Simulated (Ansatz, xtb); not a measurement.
Diatomic NiO, closed-shell singlet (not the ground state: that is measured with 2S+1 = 3). No spin–orbit coupling. Ni is treated without relativity. The T1 diagnostic near the minimum is 0.102, so single-reference values are doubtful.

Constants: fifth-degree fit in 1/R to seven points, most abundant isotopes. Runs in def2 and cc sets follow the lowest solution found near the PBE0 minimum. The singlet is held restricted.

The values were computed with Ansatz (an electronic-structure program) with Gaussian orbitals; xtb for the GFN methods. Values without a source in brackets are computed.

```
level                 r_e (Å)  ω_e (cm⁻¹)  ω_e x_e (cm⁻¹)  dipole (D)
--------------------  -------  ----------  --------------  ----------
GFN2-xTB                1.623         809             3.0           -
SVWN5/def2-TZVPP        1.600         895             5.2        3.56
r2SCAN/def2-TZVPP       1.614         879             5.1        3.98
B97M-V/def2-TZVPP       1.620         866             5.0        4.03
B3LYP/def2-TZVPP        1.624         863             4.8        4.38
PBE0/def2-TZVPP         1.612         ___             4.8        4.59
CAM-B3LYP/def2-TZVPP    1.609         908             4.6        4.66
wB97M-V/def2-TZVPP        ___         ___             4.4        4.89
```

Question: Fill in the missing entries.

Answer: 
- wB97M-V/def2-TZVPP, r_e (Å): 1.611
- wB97M-V/def2-TZVPP, ω_e (cm⁻¹): 904
- PBE0/def2-TZVPP, ω_e (cm⁻¹): 888
